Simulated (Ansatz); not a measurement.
A structure relaxed at PBE0-D4/def2-TZVP in Ansatz, charge 0, singlet:

Cartesian coordinates in Å:
```
Ag 1.017 0.975 -0.526
P -0.545 -0.527 0.283
H -0.102 -1.720 0.886
H -1.484 -1.082 -0.607
H -1.437 -0.107 1.288
Cl 2.550 2.461 -1.323
```

Problem. Give its formula, name or SMILES and point group.

Solution. Ag(PH3)Cl (AgPH3Cl). Point group C3v (tolerance 0.1 Å).

Problem. Summarise the bond lengths by kind (pairs closer than 1.2 times the sum of covalent radii, bridged metal pairs left out).

Solution. 1 × Ag–P 2.31 Å; 1 × Ag–Cl 2.28 Å; 3 × H–P 1.41 Å. The metal has 2 neighbours: P 2.31 Å, Cl 2.28 Å.

In the def2 sets Ag takes a core potential; there is no spin–orbit coupling. The relaxation made no stability test and no search for a lower SCF solution.
